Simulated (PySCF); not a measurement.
Compound: C₄H₁₁NOSi.
Geometry (GFN2-xTB, Å), atoms numbered from 1 in this order:
```
atom  x, y, z in Å
O1     3.0967   -0.1498   -1.0796
Si2    2.4220    0.2171    0.3519
N3     0.8060   -0.3840    0.3868
C4    -0.1620   -0.1121   -0.6340
C5    -1.3876   -1.0472   -0.6937
C6    -2.2994    0.1830   -0.8158
C7    -1.1174    1.0883   -0.4398
H8     3.0681   -1.0426   -1.4132
H9     2.6105    1.6649    0.3494
H10    3.0581   -0.4672    1.4770
H11    0.3657   -0.4665    1.2913
H12    0.3640   -0.0598   -1.5882
H13   -1.4147   -1.7551   -1.5192
H14   -1.5296   -1.5880    0.2406
H15   -2.6472    0.3487   -1.8330
H16   -3.1540    0.2101   -0.1430
H17   -0.9411    1.9513   -1.0772
H18   -1.1467    1.4150    0.5985
```

The closed-shell SCF was solved with PySCF and density fitting under several settings on one GFN2-xTB geometry (grid level 2 and gas phase unless stated).

```json
{"settings": "PBE0/pcSseg-1", "basis functions": "181", "SCF cycles": "13", "E (Eh)": "-578.0441", "HOMO (eV)": "-6.74", "LUMO (eV)": "0.96", "dipole (D)": "1.75"}
{"settings": "PBE0/def2-SVPD", "basis functions": "235", "SCF cycles": "13", "E (Eh)": "-577.8113", "HOMO (eV)": "-6.77", "LUMO (eV)": "0.35", "dipole (D)": "1.72"}
{"settings": "KT2/pcSseg-1, IEF-PCM methanol", "basis functions": "181", "SCF cycles": "15", "E (Eh)": "-585.7669", "HOMO (eV)": "-5.42", "LUMO (eV)": "0.04", "dipole (D)": "2.07"}
{"settings": "B97-D/6-31++G**", "basis functions": "196", "SCF cycles": "15", "E (Eh)": "-578.3180", "HOMO (eV)": "-5.39", "LUMO (eV)": "-0.62", "dipole (D)": "1.75"}
{"settings": "CAM-B3LYP/def2-SVP, IEF-PCM acetonitrile, fitting basis def2-qzvpp-jkfit", "basis functions": "157", "SCF cycles": "10", "E (Eh)": "-578.1063", "HOMO (eV)": "-7.83", "LUMO (eV)": "2.50", "dipole (D)": "2.11"}
{"settings": "PBE0/pcSseg-0, IEF-PCM cyclohexane, level shift 0.2 Eh", "basis functions": "89", "SCF cycles": "11", "E (Eh)": "-577.0588", "HOMO (eV)": "-6.59", "LUMO (eV)": "1.48", "dipole (D)": "2.16"}
{"settings": "revPBE/def2-SVPD", "basis functions": "235", "SCF cycles": "15", "E (Eh)": "-578.1080", "HOMO (eV)": "-5.40", "LUMO (eV)": "-0.38", "dipole (D)": "1.71"}
{"settings": "PBE0/6-31G*, damping 0.3 at the start, DIIS from the seventh cycle, energy threshold 1e-11 Eh", "basis functions": "124", "SCF cycles": "15", "E (Eh)": "-578.0554", "HOMO (eV)": "-6.46", "LUMO (eV)": "1.30", "dipole (D)": "1.79"}
```

Estimate the row for these settings: CAM-B3LYP/6-31G*.

```json
{"settings": "CAM-B3LYP/6-31G*", "basis functions": "124", "SCF cycles": "12", "E (Eh)": "-578.3702", "HOMO (eV)": "-7.79", "LUMO (eV)": "2.30", "dipole (D)": "1.77"}
```

Over all rows, what range does the HOMO–LUMO gap span?

From 4.77 eV (B97-D/6-31++G**) to 10.33 eV (CAM-B3LYP/def2-SVP, IEF-PCM acetonitrile, fitting basis def2-qzvpp-jkfit). The functional of the narrowest has no exact exchange, that of the widest range-separated exact exchange.

And the dipole moment?

From 1.71 D (revPBE/def2-SVPD) to 2.16 D (PBE0/pcSseg-0, IEF-PCM cyclohexane, level shift 0.2 Eh); the largest is 1.26 times the smallest, and the median is 1.77 D.

Compare two rows with the functional PBE0: PBE0/6-31G*, damping 0.3 at the start, DIIS from the seventh cycle, energy threshold 1e-11 Eh and PBE0/def2-SVPD. Which energy is lower, and by how much?

PBE0/6-31G*, damping 0.3 at the start, DIIS from the seventh cycle, energy threshold 1e-11 Eh (124 functions) lies 0.2441 Eh or 153 kcal/mol below PBE0/def2-SVPD (235 functions). The smaller set gives the lower energy; the two sets aren't nested, so the variational bound doesn't order them by size.

B97-D ran without the empirical dispersion term, which would shift the total energy alone. Cycle counts include a coarse-grid stage where the run had one. All basis functions are spherical, in the Pople sets too. KT2 was designed for NMR shieldings or shifts; total energies of different functionals aren't comparable. The species at its GFN2-xTB geometry (one conformer only).
